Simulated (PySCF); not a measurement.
An element was calculated at r2SCAN (PySCF 2.14, spin-free X2C, a triple-zeta basis, no spin-orbit coupling), in the ground configurations that NIST lists.

```
first ionisation energy  : 8.793 eV
second ionisation energy : 18.088 eV
third ionisation energy  : 29.231 eV
```

Task: Which element is it?

Result: Iridium (Ir, Z = 77), in x2c-TZVPPall. NIST lists 8.967, 17 ± 0.3, 28 ± 1.6 eV for these ionisation energies.
